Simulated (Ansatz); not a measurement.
Molecule: sum formula H4BN2O, charge 0, multiplicity 2. It need not be the lowest isomer of its formula. SMILES: NB(N)[O]
Structure (B3LYP-D3(BJ)/def2-TZVP (Ansatz, a program for electronic structure) minimum search):
```
B
O 1 1.3665
N 1 1.4282 2 118.51
H 3 1.0059 1 120.32 2 4.25
H 3 1.0064 4 113.31 1 154.03
N 1 1.4282 2 118.51 3 180.00
H 6 1.0059 1 120.32 2 4.25
H 6 1.0064 7 113.31 1 154.03
```
Charge 0, spin multiplicity 2.

Property: atomisation energy (electronic, to ground-state atoms), in eV. Correlated levels leave the core frozen unless marked. UHF or UKS for open shells. Spin-orbit coupling is left out. Non-relativistic. The coupled-cluster limit lacks core correlation, which all-electron functionals hold. Basis-set limits of correlation are two-point, X^-3; Hartree-Fock from the larger set.

| level | program | atomisation energy (eV) |
|---|---|---|
| HF/STO-3G | Ansatz | 23.38 |
| HF/aug-cc-pVTZ | Ansatz | 21.98 |
| B3LYP-D3(BJ)/def2-TZVPD | Ansatz + dftd3 | 31.89 |
| PBE0-D3(BJ)/def2-TZVPD | Ansatz + dftd3 | 31.67 |

Task: Estimate the value at CCSD(T)/CBS(aug-cc-pVTZ,aug-cc-pVQZ) as computed with Ansatz.

Result: 31.37 eV, so PBE0-D3(BJ)/def2-TZVPD differs from it by 0.30 eV.
